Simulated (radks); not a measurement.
Values are calculated unless marked as measured or tabulated.
The oxygen ion O2+ inside a hard spherical wall (all orbitals vanish at R), configuration held at [He] 2s2 2p2 and not refilled when levels cross. Code: a radial shooting solver on a logarithmic mesh with Libxc functionals. Model: scalar-relativistic Kohn-Sham, LDA (Slater exchange, VWN5 correlation), spin-unpolarised, spherical densities, finite nucleus; Fermi nuclear charge, rms radius 2.6991 fm. Eigenvalues in eV, with the zero of energy where the potential of the charges vanishes at infinity; a dash marks a level that is unbound or too diffuse for the functional's potential to be trusted. A positive occupied level is held by the wall or, in an anion where self-interaction has pushed it up, behind a barrier. The pressure on the wall is -dE/dV.

[
 {"R (bohr)": "free", "E (hartree)": "-72.67991", "kinetic (hartree)": "72.495", "e(1s)": "-553.87", "e(2s)": "-58.030", "e(2p)": "-43.363", "e(3s, empty)": "-14.137", "e(3p, empty)": "-11.070", "pressure (GPa)": "0"},
 {"R (bohr)": "20", "E (hartree)": "-72.67991", "kinetic (hartree)": "72.495", "e(1s)": "-553.87", "e(2s)": "-58.030", "e(2p)": "-43.363", "e(3s, empty)": "-14.137", "e(3p, empty)": "-11.070", "pressure (GPa)": "< 0.0001"},
 {"R (bohr)": "8", "E (hartree)": "-72.67991", "kinetic (hartree)": "72.495", "e(1s)": "-553.87", "e(2s)": "-58.030", "e(2p)": "-43.363", "e(3s, empty)": "-14.111", "e(3p, empty)": "-10.992", "pressure (GPa)": "< 0.0001"},
 {"R (bohr)": "5", "E (hartree)": "-72.67984", "kinetic (hartree)": "72.496", "e(1s)": "-553.87", "e(2s)": "-58.026", "e(2p)": "-43.359", "e(3s, empty)": "-12.621", "e(3p, empty)": "-8.844", "pressure (GPa)": "0.0200"},
 {"R (bohr)": "4", "E (hartree)": "-72.67830", "kinetic (hartree)": "72.513", "e(1s)": "-553.77", "e(2s)": "-57.966", "e(2p)": "-43.286", "e(3s, empty)": "-8.729", "e(3p, empty)": "-4.414", "pressure (GPa)": "0.742"},
 {"R (bohr)": "3.5", "E (hartree)": "-72.67223", "kinetic (hartree)": "72.570", "e(1s)": "-553.49", "e(2s)": "-57.786", "e(2p)": "-43.070", "e(3s, empty)": "-3.756", "e(3p, empty)": "0.728", "pressure (GPa)": "4.55"},
 {"R (bohr)": "3", "E (hartree)": "-72.64429", "kinetic (hartree)": "72.782", "e(1s)": "-552.51", "e(2s)": "-57.141", "e(2p)": "-42.316", "e(3s, empty)": "6.344", "e(3p, empty)": "10.499", "pressure (GPa)": "28.1"},
 {"R (bohr)": "2.5", "E (hartree)": "-72.51988", "kinetic (hartree)": "73.521", "e(1s)": "-549.50", "e(2s)": "-54.940", "e(2p)": "-39.869", "e(3s, empty)": "28.098", "e(3p, empty)": "30.249", "pressure (GPa)": "178"},
 {"R (bohr)": "1.5", "E (hartree)": "-69.55227", "kinetic (hartree)": "83.697", "e(1s)": "-519.70", "e(2s)": "-20.462", "e(2p)": "-8.131", "e(3s, empty)": "216.14", "e(3p, empty)": "183.62", "pressure (GPa)": "9960"}
]
